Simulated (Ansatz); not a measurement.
One geometry of Al6Ir⁺, several levels of theory.

```yaml
crystal:
  periodic: [false, false, false]
  atoms:
    - {symbol: Ir, position_ang: [1.074528, 0.849001, 1.209789]}
    - {symbol: Al, position_ang: [2.732133, -0.817943, 1.555295]}
    - {symbol: Al, position_ang: [1.185168, 3.233128, 0.834758]}
    - {symbol: Al, position_ang: [0.981819, 1.381221, -1.301760]}
    - {symbol: Al, position_ang: [2.265833, -0.938445, -1.819764]}
    - {symbol: Al, position_ang: [0.152913, -0.930646, -0.283212]}
    - {symbol: Al, position_ang: [-0.001294, -0.730116, 2.654393]}
basis:
  gaussian: {orbitals: def2-TZVP, initial_orbitals: start.molden}
total_charge: 1
hamiltonian: {xc: r2scan, dispersion: d4}
scf: {omitted_lower_state_checks: [starts]}
output: {orbitals: {seedname: orbitals}}
```

The file start.molden holds the orbitals of an earlier run on this structure, at another level or in another basis.

```sh
$ ansatz run in.yaml --threads 4 --pin off --events-out ev --progress --plain --max-ram 4787MiB
```

Output, abridged:

```
Functional definition: r2SCAN
1906 factors; their error is unknown
mean field evaluation 1: about -42415.4444 eV, gradient 9.6e0 eV
mean field evaluation 2: about -42415.5417 eV, gradient 1.8e-1 eV
mean field evaluation 4: about -42415.5242 eV, gradient 8.7e-4 eV
mean field -42415.52416585 eV, -1558.7417628199 hartree, gradient 1.3e-5 eV, S^2 0.000000; 0 other end points of the search recorded, 0 dependent functions left out
reference -42415.52417838 eV, -1558.7417632804 hartree; 47, 47 occupied and 215, 215 virtual orbitals, 1906 factors
Total energy: -42415.63047391 eV, -1558.7456695694 hartree
Checks for a lower state left out: starts
```

Run time 13 s (4 threads of Arm Neoverse V1 on a shared host), peak host memory 0.57 GiB.

The first input with `hamiltonian: {xc: {name: r2SCANh}, dispersion: d4}` (abridged; 17 s):

```
Functional definition: r2SCANh
mean field -42414.18650409 eV, -1558.6926046572 hartree, gradient 1.8e-5 eV, S^2 0.000000
Total energy: -42414.31257375 eV, -1558.6972376318 hartree
Checks for a lower state left out: starts
```

First input, but with `gaussian: {orbitals: def2-SVP, initial_orbitals: start.molden}`, `correlation: {method: ccsd_t}` and without the key `hamiltonian` (abridged; 26 s):

```
Functional definition: HF
mean field evaluation 16: about -42288.1161 eV, gradient 1.0e1 eV
mean field evaluation 32: about -42290.7599 eV, gradient 1.8e-1 eV
mean field -42292.65194234 eV, -1554.2262918920 hartree, gradient 3.5e-6 eV, S^2 0.000000; 1 other end points of the search recorded, 0 dependent functions left out; unrestricted orbitals would lower it
mean field evaluation 64: about -42292.4114 eV, gradient 4.6e0 eV
determinant -42292.65194234 eV, -1554.2262918920 hartree, with singles and doubles -42314.91063036 eV, -1555.0442835892 hartree
determinant -42290.77581618 eV, -1554.1573455272 hartree, with singles and doubles -42313.23362445 eV, -1554.9826547586 hartree
30 core orbitals not correlated, not the lowest: weight in the atoms' cores, before any rotation towards them, 1.000 or more for the frozen orbitals, at most 0.000 for the correlated occupied ones
second order -25.39060223 eV of doubles, -0.00000000 eV of singles
cycle   1  -22.25697750 eV  change    1.7e-3 eV  update   8.9e-3
cycle   2  -22.25525033 eV  change    1.7e-3 eV  update   6.1e-3
cycle   3  -22.25614632 eV  change   -9.0e-4 eV  update   4.9e-3
cycle   4  -22.25909083 eV  change   -2.9e-3 eV  update   1.4e-3
cycle   5  -22.26351018 eV  change   -4.4e-3 eV  update   9.1e-4
cycle   6  -22.26104182 eV  change    2.5e-3 eV  update   5.0e-4
cycle   7  -22.26102098 eV  change    2.1e-5 eV  update   3.9e-4
cycle   8  -22.26144250 eV  change   -4.2e-4 eV  update   1.9e-4
cycle   9  -22.26127350 eV  change    1.7e-4 eV  update   1.4e-4
cycle  10  -22.26134096 eV  change   -6.7e-5 eV  update   8.2e-5
cycle  11  -22.26146898 eV  change   -1.3e-4 eV  update   5.4e-5
cycle  12  -22.26139983 eV  change    6.9e-5 eV  update   3.3e-5
cycle  13  -22.26140427 eV  change   -4.4e-6 eV  update   2.0e-5
perturbative correction -2.01219297 eV, -0.0739467276 hartree
Total energy: -42316.92553957 eV, -1555.1183301370 hartree
Checks for a lower state left out: starts
```

The first input with `gaussian: {orbitals: def2-SVP, initial_orbitals: start.molden}`, `hamiltonian: {xc: pbe0, dispersion: d4}` (abridged; 3.8 s):

```
Functional definition: PBE0
mean field -42385.30591458 eV, -1557.6312625687 hartree, gradient 3.3e-5 eV, S^2 0.000000
Total energy: -42385.79280820 eV, -1557.6491555789 hartree
Checks for a lower state left out: starts
```

As the first input, with `hamiltonian: {xc: lda}` (abridged; 2.8 s):

```
Functional definition: SPW92
mean field -42245.84273086 eV, -1552.5060850986 hartree, gradient 2.4e-5 eV, S^2 0.000000
Total energy: -42245.84277033 eV, -1552.5060865491 hartree
Checks for a lower state left out: starts
```

The first input with `hamiltonian: {xc: pbe0, dispersion: d4}` (abridged; 11 s):

```
Functional definition: PBE0
mean field -42399.64709188 eV, -1558.1582911138 hartree, gradient 2.5e-5 eV, S^2 0.000000
Total energy: -42400.13398614 eV, -1558.1761841477 hartree
Checks for a lower state left out: starts
```

The first input with `hamiltonian: {xc: hse06, dispersion: d4}` (abridged; 10 s):

```
Functional definition: HSE06
mean field -42398.81080530 eV, -1558.1275581486 hartree, gradient 2.6e-5 eV, S^2 0.000000
Total energy: -42399.28936674 eV, -1558.1451449573 hartree
Checks for a lower state left out: starts
```

Geometry: PBE-D4/def2-SVP.

In the def2 sets Ir takes a core potential; there is no spin–orbit coupling. HSE06 is defined as in plane-wave codes, on full-range PBE exchange. Correlated methods freeze 30 core orbitals; core or outer-core shells of Ir are correlated, in sets that lack core-valence functions. The restricted singlet is unstable towards broken spin symmetry in Hartree–Fock (as tested in another run); at r2SCAN-D4/def2-TZVP, r2SCANh-D4/def2-TZVP, PBE0-D4/def2-SVP, LDA (SPW92)/def2-TZVP and others this wasn't settled. At CCSD(T)/def2-SVP the restricted singlet (for correlated methods, its reference) is unstable: a solution with broken spin symmetry lies lower. The structure comes from a short search, and lower isomers may exist.
